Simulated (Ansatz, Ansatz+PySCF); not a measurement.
```csv
atom,x (Å),y (Å),z (Å)
Mg,0.0000,0.0000,-1.1155
Cl,0.0000,0.0000,1.1155
```

Basis set: def2-SVP (spherical functions). Frozen core: 6 orbitals. Charge 0, multiplicity 2.

Computed with Ansatz (development build ahead of 0.2.0); each method stands on the lowest determinant of its kind that the runs found.

(1) Give the atomization energy at this shape (free ground-state atoms in the same class of orbitals less the molecule, no zero-point energy) of doublet MgCl by UHF-CCSD(T), UHF-MP2, ROHF, UHF.

Answers

(1)

```csv
method,atomization energy
UHF-CCSD(T),2.97 eV
UHF-MP2,3.34 eV
ROHF,3.02 eV
UHF,2.92 eV
```
